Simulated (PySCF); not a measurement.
PySCF job for H5P2, SMILES P[PH3+], charge +1, TDDFT-LC-ωPBE/def2-SVPD. The structure is a stationary point at PBE-D3(BJ)/def2-TZVP. The isomer is the one that the SMILES or the coordinates give; other isomers of the formula were not compared.

```python
import numpy as np
from pyscf import gto, scf, dft, tdscf

mol = gto.M(
    atom='''
    P     1.17486310   -0.11584868   -0.00000000
    P    -1.02234447    0.00411273   -0.00000000
    H     1.22182685    0.86631395    1.04300840
    H     1.22182685    0.86631403   -1.04300833
    H    -1.55114615   -0.66990376   -1.12367223
    H    -1.55114614   -0.66990384    1.12367218
    H    -1.62914085    1.28321888    0.00000005
    ''',
    basis='def2-SVPD',
    charge=1,
    spin=0,
    symmetry=True,
    max_memory=1600,
    verbose=4,
)
mf = dft.RKS(mol, xc='lc_wpbe').density_fit(auxbasis='def2-universal-jkfit')
mf.grids.level = 3
mf.conv_tol = 1e-9
mf.max_cycle = 100
mf.kernel()
mf.grids = dft.Grids(mol).set(level=1).build(with_non0tab=True)  # coarser grid for the response kernel
td = tdscf.TDDFT(mf)
td.singlet = True
td.nstates = 10
td.conv_tol = 1e-4
td.positive_eig_threshold = 1e-6
td.kernel(x0=td.get_init_guess(mf, 15))
td.analyze()
tt = tdscf.TDA(mf)
tt.singlet = False
tt.nstates = 4
tt.conv_tol = 1e-4
tt.positive_eig_threshold = 1e-6
tt.kernel(x0=tt.get_init_guess(mf, 9))
tt.analyze(verbose=3)
```

Program output:

```
PySCF version 2.14.0

[INPUT] verbose = 4
[INPUT] num. atoms = 7
[INPUT] num. electrons = 34
[INPUT] charge = 1
[INPUT] spin (= nelec alpha-beta = 2S) = 0
[INPUT] symmetry True subgroup None
[INPUT] Mole.unit = angstrom
[INPUT] Symbol           X                Y                Z      unit          X                Y                Z       unit  Magmom
[INPUT]  1 P      1.174863100000  -0.115848680000   0.000000000000 AA    2.220169492857  -0.218922277092   0.000000000000 Bohr   0.0
[INPUT]  2 P     -1.022344470000   0.004112730000   0.000000000000 AA   -1.931951053264   0.007771933324   0.000000000000 Bohr   0.0
[INPUT]  3 H      1.221826850000   0.866313950000   1.043008400000 AA    2.308918118140   1.637096103390   1.971000221621 Bohr   0.0
[INPUT]  4 H      1.221826850000   0.866314030000  -1.043008330000 AA    2.308918118140   1.637096254568  -1.971000089340 Bohr   0.0
[INPUT]  5 H     -1.551146150000  -0.669903760000  -1.123672230000 AA   -2.931241402674  -1.265934636216  -2.123432768479 Bohr   0.0
[INPUT]  6 H     -1.551146140000  -0.669903840000   1.123672180000 AA   -2.931241383776  -1.265934787394   2.123432673993 Bohr   0.0
[INPUT]  7 H     -1.629140850000   1.283218880000   0.000000050000 AA   -3.078630024841   2.424932241071   0.000000094486 Bohr   0.0

nuclear repulsion = 97.821372106
point group symmetry = Cs
symmetry origin: [5.39921796e-10 5.39921745e-10 3.77945224e-09]
symmetry axis x: [ 1.00000000e+00 -1.73981627e-10  2.20407337e-09]
symmetry axis y: [1.73981554e-10 1.00000000e+00 3.31013657e-08]
symmetry axis z: [-2.20407337e-09 -3.31013658e-08  1.00000000e+00]
num. orbitals of irrep A' = 56
num. orbitals of irrep A" = 32
number of shells = 40
number of NR pGTOs = 134
number of NR cGTOs = 88
basis = def2-SVPD
ecp = {}


[settings echo left out]
init E= -685.116332841003
HOMO (A') = -0.335487305156405  LUMO (A') = -0.0199954068631856  gap/eV = 8.58497
cycle= 1 E= -684.953344503217  delta_E= 0.163  |g|= 0.329  |ddm|= 2.46
HOMO (A') = -0.629974804433207  LUMO (A') = -0.201085913374989  gap/eV = 11.67066
cycle= 2 E= -684.995706223706  delta_E= -0.0424  |g|= 0.15  |ddm|= 0.761
HOMO (A') = -0.61540348236903  LUMO (A') = -0.158330132430746  gap/eV = 12.43760
cycle= 3 E= -685.002733951356  delta_E= -0.00703  |g|= 0.0249  |ddm|= 0.391
HOMO (A') = -0.60950874564009  LUMO (A') = -0.151635749429714  gap/eV = 12.45936
cycle= 4 E= -685.003050687919  delta_E= -0.000317  |g|= 0.00591  |ddm|= 0.085
HOMO (A') = -0.61074850855613  LUMO (A') = -0.151982520736504  gap/eV = 12.48366
cycle= 5 E= -685.003072055785  delta_E= -2.14e-05  |g|= 0.00161  |ddm|= 0.0183
HOMO (A') = -0.610377734757149  LUMO (A') = -0.151837719369585  gap/eV = 12.47751
cycle= 6 E= -685.003073995054  delta_E= -1.94e-06  |g|= 0.000427  |ddm|= 0.00648
HOMO (A') = -0.610545121336407  LUMO (A') = -0.151910120989307  gap/eV = 12.48009
cycle= 7 E= -685.00307413761  delta_E= -1.43e-07  |g|= 9.4e-05  |ddm|= 0.00148
HOMO (A') = -0.610541836449406  LUMO (A') = -0.151908766853742  gap/eV = 12.48004
cycle= 8 E= -685.003074145728  delta_E= -8.12e-09  |g|= 2.37e-05  |ddm|= 0.000369
HOMO (A') = -0.610542659497712  LUMO (A') = -0.151908610388607  gap/eV = 12.48007
cycle= 9 E= -685.003074146259  delta_E= -5.32e-10  |g|= 6.47e-06  |ddm|= 0.000102
HOMO (A') = -0.610542804841546  LUMO (A') = -0.151908668557687  gap/eV = 12.48007
Extra cycle  E= -685.003074146301  delta_E= -4.16e-11  |g|= 2.74e-06  |ddm|= 2.44e-05
converged SCF energy = -685.003074146301
tot grids = 25184
Overwritten attributes  positive_eig_threshold  of <class 'pyscf.tdscf.rks.TDDFT'>


******** <class 'pyscf.tdscf.rks.TDDFT'> for <class 'pyscf.df.df_jk.DFSymAdaptedRKS'> ********
nstates = 10 singlet
deg_eia_thresh = 1.000e-03
wfnsym = None
conv_tol = 0.0001
eigh lindep = 1e-12
eigh level_shift = 0
eigh max_cycle = 100


Excitation energies (eV)
[ 6.59795483  7.7210971   8.18514428  8.3327922   8.37844026  8.85608142
  9.37248594 10.05822969 10.17080979 10.19400984]

** Singlet excitation energies and oscillator strengths **
Excited State   1:   A'      6.59795 eV    187.91 nm  f=0.0929
      17 -> 18       -0.66188
      17 -> 21       -0.15181
Excited State   2:   A"      7.72110 eV    160.58 nm  f=0.0189
      17 -> 19        0.58027
      17 -> 22       -0.37362
Excited State   3:   A'      8.18514 eV    151.47 nm  f=0.0274
      17 -> 20       -0.54034
      17 -> 21        0.39533
      17 -> 23        0.16696
Excited State   4:   A'      8.33279 eV    148.79 nm  f=0.0526
      16 -> 18        0.17365
      17 -> 18       -0.10589
      17 -> 20        0.38011
      17 -> 21        0.52538
      17 -> 23       -0.14206
Excited State   5:   A"      8.37844 eV    147.98 nm  f=0.0389
      15 -> 18       -0.25280
      17 -> 19        0.37479
      17 -> 22        0.52255
Excited State   6:   A"      8.85608 eV    140.00 nm  f=0.0050
      15 -> 18        0.61743
      16 -> 19       -0.15542
      16 -> 22        0.11015
      17 -> 22        0.23382
Excited State   7:   A'      9.37249 eV    132.29 nm  f=0.2626
      16 -> 18       -0.58784
      16 -> 21        0.26074
      17 -> 21        0.11907
      17 -> 24       -0.12429
Excited State   8:  ???     10.05823 eV    123.27 nm  f=0.0142
      13 -> 18       -0.12238
      16 -> 19       -0.60672
      16 -> 22       -0.24251
      17 -> 26       -0.10688
Excited State   9:   A'     10.17081 eV    121.90 nm  f=0.1482
      15 -> 19        0.34745
      16 -> 18        0.15545
      16 -> 21        0.55267
Excited State  10:   A'     10.19401 eV    121.62 nm  f=0.0109
      15 -> 19        0.12702
      16 -> 20       -0.13906
      17 -> 20       -0.21540
      17 -> 23       -0.59821

** Transition electric dipole moments (AU) **
state          X           Y           Z        Dip. S.      Osc.
  1        -0.7567      0.0429      0.0000      0.5744      0.0929
  2         0.0000      0.0000     -0.3160      0.0999      0.0189
  3        -0.0649     -0.3638      0.0000      0.1365      0.0274
  4        -0.3384      0.3783      0.0000      0.2576      0.0526
  5         0.0000     -0.0000      0.4354      0.1896      0.0389
  6        -0.0000     -0.0000      0.1519      0.0231      0.0050
  7        -1.0691      0.0194      0.0000      1.1435      0.2626
  8         0.0000      0.0000     -0.2399      0.0575      0.0142
  9         0.7706     -0.0291      0.0000      0.5946      0.1482
 10         0.1371      0.1576     -0.0000      0.0436      0.0109

** Transition velocity dipole moments (imaginary part, AU) **
state          X           Y           Z        Dip. S.      Osc.
  1        -0.1902      0.0068      0.0000      0.0362      0.0996
  2        -0.0000     -0.0000     -0.0934      0.0087      0.0205
  3        -0.0168     -0.1122      0.0000      0.0129      0.0285
  4        -0.1022      0.1223     -0.0000      0.0254      0.0553
  5         0.0000     -0.0000      0.1383      0.0191      0.0414
  6        -0.0000      0.0000      0.0540      0.0029      0.0060
  7        -0.3815      0.0080     -0.0000      0.1456      0.2818
  8         0.0000     -0.0000     -0.0910      0.0083      0.0149
  9         0.2988     -0.0128     -0.0000      0.0895      0.1596
 10         0.0518      0.0627      0.0000      0.0066      0.0118

** Transition magnetic dipole moments (imaginary part, AU) **
state          X           Y           Z
  1         0.0000      0.0000      0.5718
  2        -0.3937     -0.1873     -0.0000
  3         0.0000      0.0000      1.0176
  4         0.0000      0.0000     -0.4396
  5         0.7245      0.9229      0.0000
  6         0.2524      0.8789      0.0000
  7         0.0000     -0.0000     -0.0560
  8         0.2769     -0.5761     -0.0000
  9        -0.0000      0.0000     -0.9432
 10        -0.0000     -0.0000      0.4739
Overwritten attributes  positive_eig_threshold  of <class 'pyscf.tdscf.rks.TDA'>


******** <class 'pyscf.tdscf.rks.TDA'> for <class 'pyscf.df.df_jk.DFSymAdaptedRKS'> ********
nstates = 4 triplet
deg_eia_thresh = 1.000e-03
wfnsym = None
conv_tol = 0.0001
eigh lindep = 1e-12
eigh level_shift = 0
eigh max_cycle = 100


Excitation energies (eV)
[5.05983234 6.33746443 7.60086213 7.67461323]

** Triplet excitation energies and oscillator strengths **
Excited State   1:   A'      5.05983 eV    245.04 nm  f=0.0000
Excited State   2:   A"      6.33746 eV    195.64 nm  f=0.0000
Excited State   3:   A'      7.60086 eV    163.12 nm  f=0.0000
Excited State   4:   A'      7.67461 eV    161.55 nm  f=0.0000
```

Self-consistency was reached.
